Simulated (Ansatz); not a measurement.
Basis-set series for I2 (`II`). The species carries charge 0 and has multiplicity 1. I: def2 effective core potential. The geometry is a stationary point of PBE0-D4/def2-TZVP.

```
functional       basis  functions  energy (Eh)  HOMO (eV)  LUMO (eV)
   PBE0-D4  def2-TZVPP        100   -595.46228      -7.34      -3.59
   PBE0-D4  def2-QZVPP        164   -595.46577      -7.36      -3.59
   ωB97M-V  def2-TZVPP        100   -595.39742      -9.43      -1.64
   ωB97M-V  def2-QZVPP        164   -595.40103      -9.45      -1.67
```

Q: Give the rows for def2-SVP. (Best estimate.)

A: Ansatz gave: 
```tsv
functional	basis	functions	energy (Eh)	HOMO (eV)	LUMO (eV)
PBE0-D4	def2-SVP	52	-595.43894	-7.32	-3.68
ωB97M-V	def2-SVP	52	-595.37246	-9.39	-1.67
```
